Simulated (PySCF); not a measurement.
**Orbital picture of GaO**

PBE at R = 1.732 Å; basis Ga pcseg-1, O pcseg-1; no relativity; PySCF 2.14. State: ²Σ⁺ (doublet), unpaired electrons σ ↑. Only the outer orbitals are listed, counted within each symmetry.

```json
{"spin": "α", "orbital": "9σ", "occ.": "1", "ε (eV)": "-10.06", "on Ga (%)": "51", "main shells (%)": "49 Ga s, 44 O p"}
{"spin": "α", "orbital": "10σ", "occ.": "1", "ε (eV)": "-6.96", "on Ga (%)": "62", "main shells (%)": "39 Ga s, 39 O p, 22 Ga p"}
{"spin": "α", "orbital": "4π", "occ.": "1", "ε (eV)": "-6.78", "on Ga (%)": "15", "main shells (%)": "85 O p, 14 Ga p"}
{"spin": "α", "orbital": "4π", "occ.": "1", "ε (eV)": "-6.78", "on Ga (%)": "15", "main shells (%)": "85 O p, 14 Ga p"}
{"spin": "α", "orbital": "5π", "occ.": "0", "ε (eV)": "-2.15", "on Ga (%)": "89", "main shells (%)": "85 Ga p, 11 O p"}
{"spin": "α", "orbital": "5π", "occ.": "0", "ε (eV)": "-2.15", "on Ga (%)": "89", "main shells (%)": "85 Ga p, 11 O p"}
{"spin": "α", "orbital": "11σ", "occ.": "0", "ε (eV)": "0.38", "on Ga (%)": "97", "main shells (%)": "74 Ga p, 14 Ga d, 8 Ga s"}
{"spin": "β", "orbital": "9σ", "occ.": "1", "ε (eV)": "-9.16", "on Ga (%)": "61", "main shells (%)": "59 Ga s, 34 O p"}
{"spin": "β", "orbital": "4π", "occ.": "1", "ε (eV)": "-6.47", "on Ga (%)": "17", "main shells (%)": "83 O p, 14 Ga p"}
{"spin": "β", "orbital": "4π", "occ.": "1", "ε (eV)": "-6.47", "on Ga (%)": "17", "main shells (%)": "83 O p, 14 Ga p"}
{"spin": "β", "orbital": "10σ", "occ.": "0", "ε (eV)": "-5.57", "on Ga (%)": "54", "main shells (%)": "46 O p, 32 Ga s, 21 Ga p"}
{"spin": "β", "orbital": "5π", "occ.": "0", "ε (eV)": "-1.75", "on Ga (%)": "88", "main shells (%)": "86 Ga p, 12 O p"}
{"spin": "β", "orbital": "5π", "occ.": "0", "ε (eV)": "-1.75", "on Ga (%)": "88", "main shells (%)": "86 Ga p, 12 O p"}
```

Question: Which are the highest filled and the lowest empty level, where do they sit, and how wide is the gap?

Answer: Highest filled β 4π at -6.47 eV (in %: 83 O p, 14 Ga p); lowest empty β 10σ at -5.57 eV (in %: 46 O p, 32 Ga s, 21 Ga p); the gap at PBE is 0.90 eV.

| Property | Result |
| --- | --- |
| bond order (Mayer) | 1.90 |
| ⟨S²⟩ | 0.754 |
| charge on Ga (Mulliken, basis-dependent) | 0.49 |
| charge on Ga (Löwdin, basis-dependent) | 0.25 |
| dipole moment (positive dipole means Ga(−)O(+)) | -3.62 D |
| polarisability along the bond | 40.5 bohr³ |
| polarisability across the bond | 31.6 bohr³ |

Spin–orbit coupling is left out. The state was picked by a PBE0 search and need not be the measured ground state.
